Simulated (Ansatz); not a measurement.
Isolated molecules relaxed with PBE0-D4/def2-TZVP in Ansatz; ΔE leaves out vibrations. CCSD(T)/CBS is the MP2 limit (def2-TZVPP, def2-QZVPP) plus CCSD(T) − MP2 in def2-TZVPP, frozen cores. This one scheme is used for every species. Functionals use def2-TZVPP. B3LYP here is the variant with VWN-RPA as its local correlation; programs differ in this. For Ge outer-core shells are correlated without core-valence functions, which leaves a few kJ/mol of doubt a bond. Scalar relativity is left out up to krypton. One conformer a species, not always the lowest.

`C[SiH2][GeH3]` + `O[SiH2]O` → `O[SiH2][O][GeH3]` + `C[SiH3]`  (cleavage of the Ge–Si bond)

`C[SiH2][GeH3]`:

```xyz
11

C    -0.447   -0.185   -1.683
Si    0.467   -0.733   -0.141
Ge    0.054    0.743    1.679
H    -0.249   -0.869   -2.512
H    -0.133    0.816   -1.985
H    -1.525   -0.165   -1.508
H     1.934   -0.774   -0.397
H     0.041   -2.105    0.252
H    -1.450    0.800    2.007
H     0.509    2.174    1.338
H     0.799    0.299    2.950
```

`O[SiH2]O`:

Z-matrix (Å, degrees):
```
Si
O 1 1.642
O 1 1.642 2 113.5
H 1 1.481 2 111.5 3 116.9
H 1 1.481 2 103.8 3 -121.2
H 2 0.958 1 117.7 3 -66.0
H 3 0.958 1 117.7 2 -66.0
```

`O[SiH2][O][GeH3]`:

```xyz
10

O     0.200   -1.913    0.947
Si   -0.624   -1.186   -0.275
O    -0.679    0.434   -0.127
Ge    0.570    1.701   -0.138
H    -0.204   -1.919    1.816
H    -2.035   -1.645   -0.302
H     0.120   -1.578   -1.495
H     1.061    1.895    1.304
H    -0.123    2.961   -0.669
H     1.716    1.251   -1.060
```

`C[SiH3]`:

Cartesian coordinates in Å:
```
C -0.083 -0.327 -0.928
Si 0.075 0.292 0.830
H -1.122 -0.572 -1.161
H 0.520 -1.225 -1.078
H 0.254 0.432 -1.638
H -0.750 1.515 1.034
H 1.490 0.628 1.145
H -0.383 -0.743 1.796
```

CCSD(T)/CBS gives -18.3 kJ/mol.

Task: Another level gave -28.7 kJ/mol. Which?
A. PBE0-D4/def2-TZVPP
B. SCS-MP2/def2-TZVPP
C. B3LYP-D4/def2-TZVPP
D. BHLYP/def2-TZVPP

Result: D. BHLYP -28.7, B3LYP-D4 -20.8, PBE0-D4 -6.7, SCS-MP2/def2-TZVPP -33.1 kJ/mol.

Task: What do rigid-rotor, harmonic-oscillator terms from PBE0-D4/def2-TZVP frequencies (298.15 K, 1 bar) make of the CCSD(T)/CBS value? (Best estimate.)

Result: Computed: ΔZPE = -4.6 kJ/mol, ΔH = -23.2 kJ/mol, ΔS = 2 J/(mol·K), ΔG = -23.7 kJ/mol. Modes under 50 cm⁻¹ make the entropy rough.

Largest T1 diagnostic among the species: 0.012.

Leaving LDA and LC-ωPBE aside and taking each functional with its dispersion term where it has one, the values, not all of them listed here, spread over 25.9 kJ/mol, from BHLYP-D4 to PBE-D4. LDA lies +3.8 kJ/mol from PBE without D4. In def2-TZVPP, CCSD(T) changes the Hartree–Fock value by +22.6 kJ/mol (the triples alone add +1.8 kJ/mol) and MP2 by +20.0 kJ/mol. At CCSD(T), def2-SVP lies −15.5 kJ/mol from the extrapolated value and def2-TZVPP −4.9 kJ/mol.
